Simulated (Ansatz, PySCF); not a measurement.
VOF₃, SMILES [F][V]([F])(=[O])[F], multiplicity 1. Atoms are numbered in the order given.

```xyz
5

V      0.0000     0.0000    -0.0445
O      0.0000     0.0000    -1.5899
F      1.4034     0.8102     0.4965
F      0.0000    -1.6205     0.4965
F     -1.4034     0.8102     0.4965
```
Charge 0, spin multiplicity 1.

Geometry: B3LYP-D3(BJ)/def2-SVP. The multiplicity is an assumed one; other spin states were not compared.

Two levels are set side by side: PBE-D3(BJ)/def2-SVP (Ansatz, a program for electronic structure) and B3LYP-D3(BJ)/def2-SVP (Ansatz). Each level has its own optimised geometry; the coordinates shown are those of the second. Frequencies come from the Hessian of PySCF at each geometry. Differences are taken from unrounded values.

| quantity | B3LYP-D3(BJ) | PBE-D3(BJ) | PBE-D3(BJ) minus B3LYP-D3(BJ) |
|---|---|---|---|
| mean bond length (Å) | 1.668 | 1.680 | 0.012 |
| bond V1–O2 (Å) | 1.545 | 1.564 | 0.019 |
| bond V1–F3 (Å) | 1.708 | 1.718 | 0.010 |
| bond V1–F4 (Å) | 1.708 | 1.718 | 0.010 |
| bond V1–F5 (Å) | 1.708 | 1.718 | 0.010 |
| highest harmonic wavenumber (cm⁻¹) | 1174 | 1116 | -58 |
| mean harmonic wavenumber (cm⁻¹) | 550 | 529 | -21 |
| zero-point energy (kcal/mol) | 7.07 | 6.80 | -0.27 |

GGA bonds tend to be longer and softer than those of functionals with exact exchange. Differences between two approximate levels are no errors against the true value.
